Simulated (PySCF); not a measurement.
Identify the unknown among the candidates.

All candidates are C6H10ClF.

- Polarisability: 82.8 au [PBE0/def2-SVPD]
- Rotational structure: rotational constants A, B, C: 2.069, 1.352, 0.887 GHz [GFN2-xTB]
- Dipole: 0.60 D [PBE0/def2-SVPD]
- UV, first state: lowest singlet excitation: 7.19 eV (172 nm, f = 0.004) [TDDFT PBE0/def2-SVPD]
- Triplet: lowest triplet excitation (Tamm–Dancoff): 6.61 eV [TDA PBE0/def2-SVPD]
- UV, strongest line: among the 8 lowest singlet transitions: S7 at 8.24 eV (150 nm, f = 0.023) [TDDFT PBE0/def2-SVPD]

Electronic properties: PySCF, gas phase, density fitting. Levels stand in brackets. Geometry: GFN2-xTB, one conformer, isolated molecule.

**Question.** Which candidate is it?
A. `CC[C@@H]1[C@@H](F)C[C@@H]1Cl`
B. `CC/C(C)=C(/F)CCl`
C. `CC1(C)[C@@H](F)[C@@]1(C)Cl`

**Answer.** A. It is `CC[C@@H]1[C@@H](F)C[C@@H]1Cl`. Numbering: `[CH3:1][CH2:2][C@@H:3]1[C@@H:4]([F:5])[CH2:6][C@@H:7]1[Cl:8]`. Its formula, C6H10ClF, gives 1 degree of unsaturation: 1 ring and 0 π bonds in the structure found. The optimised geometry has point group C1 and is an asymmetric top.

The others, at the same levels:
- `CC1(C)[C@@H](F)[C@@]1(C)Cl` fails: its computed lowest singlet excitation is 6.38 eV (194 nm, f = 0.004) (against 7.19 eV), lowest triplet excitation (Tamm–Dancoff) is 5.81 eV (against 6.61 eV) and rotational constant A is 1.946 GHz (against 2.069 GHz).
- `CC/C(C)=C(/F)CCl` fails: its computed lowest singlet excitation is 5.71 eV (217 nm, f = 0.226) (against 7.19 eV), lowest triplet excitation (Tamm–Dancoff) is 3.84 eV (against 6.61 eV) and static isotropic polarisability is 88.9 au (against 82.8 au).

Each candidate is one conformer, not necessarily the lowest. The conformers computed, where there is a choice (atom-mapped SMILES and torsion angles):
- `[CH3:1][CH2:2][C@@H:3]1[C@@H:4]([F:5])[CH2:6][C@@H:7]1[Cl:8]`: C1–C2–C3–C4 -75°
- `[CH3:1][CH2:2]/[C:3]([CH3:4])=[C:5](/[F:6])[CH2:7][Cl:8]`: C1–C2–C3–C4 86°, C3–C5–C7–Cl8 -74°
